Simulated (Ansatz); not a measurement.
A nudged elastic band was laid between two geometries of GeH4O2 + H2 (9 atoms, charge 0, multiplicity 1).

All numbers below come from Ansatz, RKS PBE/def2-SVP.

* movable images: 7
* climbing image: yes
* spring: 5.0 eV/Å²
* optimiser: quadratic models (default)
* start path: through a guess of the saddle point
* force threshold: 0.05 eV/Å
* iteration limit: 60
* end points: relaxed

First end point:

```xyz
9
Properties=species:S:1:pos:R:3
Ge -0.355 0.411 -0.113
O 0.290 0.122 1.550
H -0.441 0.030 2.190
H 0.928 0.683 -0.935
H -1.422 1.532 -0.131
O -1.262 -1.029 -0.688
H -0.679 -1.811 -0.723
H 0.986 -2.963 2.117
H 0.876 -2.212 1.981
```

Last end point:

```xyz
9
Properties=species:S:1:pos:R:3
Ge 0.410 -0.022 -0.200
O -0.571 -0.721 2.579
H -1.077 -1.064 1.804
H 0.665 0.112 -1.732
H 0.080 1.342 0.431
O -1.086 -1.059 -0.038
H -1.186 -1.662 -0.797
H 1.627 -0.721 0.458
H 0.061 -1.444 2.744
```

Question: What changes between the two ends?

Answer: Bonds broken: Ge1–O2, H8–H9. Bonds formed: Ge1–H8, O2–H9. GeH4O2 + H2 becomes GeH4O + H2O.

Question: Give the energies along the band, and the barrier.

Answer: It converged. The highest image is number 4 of 0 to 8, 1.64 eV above the first end and 1.61 eV above the last; the last end lies 0.02 eV above the first. Neighbouring images differ by up to 1.3 eV, so the band resolves the path poorly. A vibrational analysis at the climbing image gives one clearly imaginary mode, 1137i cm⁻¹: a first-order saddle point. The orbitals stay closed-shell, which can raise the energy where a bond breaks towards radicals; this wasn't checked here.

| image | path coordinate (Å) | energy (eV) | Ge1–O2 (Å) | H8–H9 (Å) | Ge1–H8 (Å) |
| --- | --- | --- | --- | --- | --- |
| 0 | 0.00 | 0.00 | 1.81 | 0.77 | 4.26 |
| 1 | 0.80 | 0.01 | 1.81 | 0.77 | 3.89 |
| 2 | 1.60 | 0.06 | 1.81 | 0.77 | 3.26 |
| 3 | 2.40 | 0.49 | 1.84 | 0.79 | 2.54 |
| 4 | 3.20 | 1.64 | 2.05 | 1.08 | 1.95 |
| 5 | 4.71 | 0.35 | 2.90 | 1.79 | 1.57 |
| 6 | 6.22 | 0.31 | 3.46 | 2.50 | 1.56 |
| 7 | 7.73 | 0.24 | 3.27 | 2.60 | 1.56 |
| 8 | 9.24 | 0.02 | 3.03 | 2.86 | 1.55 |

Question: What is the geometry of the highest image?

Answer: 
```xyz
9
Properties=species:S:1:pos:R:3:forces:R:3
Ge -0.119 -0.170 0.046 0.00 0.00 0.00
O 0.336 0.034 2.035 0.00 0.00 0.00
H -0.479 0.046 2.580 0.00 0.00 0.00
H 1.205 0.111 -0.707 0.00 0.00 0.00
H -1.030 1.094 0.076 0.00 0.00 0.00
O -1.318 -1.305 -0.678 0.00 0.00 0.00
H -0.941 -2.207 -0.667 0.00 0.00 0.00
H 0.672 -1.759 0.860 0.00 0.00 0.00
H 0.597 -1.083 1.702 0.00 0.00 0.00
```

Run time: 3.8 min on 2 threads of Arm Neoverse V2, on a shared host, peak memory 0.12 GiB.
